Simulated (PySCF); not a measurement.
C4H7GaO2.
Atom-mapped SMILES: `[CH3:1][C:2]1=[CH:3][O:4][GaH2-:5][O+:6]=[CH:7]1` (hydrogens: H8, H9, H10 on C1; H11 on C3; H12, H13 on Ga5; H14 on C7)

All values: CAM-B3LYP/def2-SVPD (PySCF, non-relativistic), on one gas-phase PBE0-D3(BJ)/def2-SVP geometry that isn't relaxed in the solvent. The solvent is an IEF-PCM continuum (cavity from Bondi-type radii × 1.2), and excitations are vertical TDDFT with non-equilibrium linear response and a frozen core. Only the electrostatic response of the medium enters. Spin–orbit coupling is left out although an atom past zinc is present.

Gas-phase singlets (H = HOMO, L = LUMO):

```tsv
state	E (eV)	λ (nm)	f	leading configuration
S1	4.236	293	0.104	H→L 98%
S2	4.503	275	0.001	H-2→L 98%
S3	5.858	212	0.001	H-3→L 82%
S4	6.033	206	0.044	H-1→L 99%
S5	6.375	194	0.013	H→L+1 86%
```

Give the list for chloroform (ε = 4.711), n² = 2.09.

| state | E (eV) | λ (nm) | f | leading configuration | change by rank (eV) |
| --- | --- | --- | --- | --- | --- |
| S1 | 4.185 | 296 | 0.148 | H→L 98% | -0.051 |
| S2 | 4.550 | 273 | 0.002 | H-1→L 98% | +0.047 |
| S3 | 5.959 | 208 | 0.001 | H-3→L 84% | +0.101 |
| S4 | 6.295 | 197 | 0.047 | H-2→L 99% | +0.262 |
| S5 | 6.362 | 195 | 0.022 | H→L+1 75% | -0.013 |

The ground-state energy changes by -0.137 eV from gas to chloroform. By how much does the total energy of gas-phase S1 change?

E(S1) = E(S0) + excitation energy, so it changes by -0.137 − 0.051 = -0.188 eV: it is lowered more than the ground state, which is what a red shift means. This is the vertical state, with the slow part of the continuum still set for S0.

How do the frontier levels move from gas to chloroform?

```tsv
orbital	gas (eV)	solvent (eV)	change (eV)	Löwdin shares, gas	Löwdin shares, solvent
LUMO+2	1.32	1.26	-0.06	Ga5 46 %, O6 14 %, O4 14 %, H13 10 %	Ga5 46 %, O4 14 %, O6 14 %, H13 10 %
LUMO+1	0.93	1.03	+0.10	Ga5 34 %, C1 14 %, C7 8 %, C3 8 %	Ga5 55 %, C7 6 %, C3 6 %, C1 6 %
LUMO	-1.05	-0.87	+0.18	C3 25 %, C7 24 %, O4 16 %, O6 15 %	C3 25 %, C7 24 %, O4 15 %, O6 15 %
HOMO	-8.19	-8.05	+0.14	C2 28 %, O6 15 %, O4 15 %, C7 9 %	C2 29 %, O6 15 %, O4 14 %, C7 10 %
HOMO-1	-9.79	-9.68	+0.11	Ga5 34 %, H13 23 %, H12 23 %, C2 5 %	O6 29 %, O4 29 %, C7 9 %, C3 9 %
HOMO-2	-9.81	-9.89	-0.08	O6 30 %, O4 30 %, C7 9 %, C3 8 %	Ga5 35 %, H12 24 %, H13 24 %
HOMO-3	-10.88	-10.85	+0.03	Ga5 21 %, O4 21 %, O6 20 %, H13 10 %	O4 22 %, O6 22 %, Ga5 19 %, H13 8 %
```

The HOMO–LUMO gap goes from 7.13 to 7.18 eV. Rows go by rank; for HOMO-2 and HOMO-1 the atom shares or the degeneracy differ between the runs, so the row needn't follow one orbital.

Hardware: an Arm Neoverse N1 with one thread, no GPU, shared host with 64 logical CPUs at a one-minute load of 52. Cost: 78 s wall, 1.1 GiB resident at most. This is the whole response run at CAM-B3LYP/def2-SVPD in chloroform, SCF included.
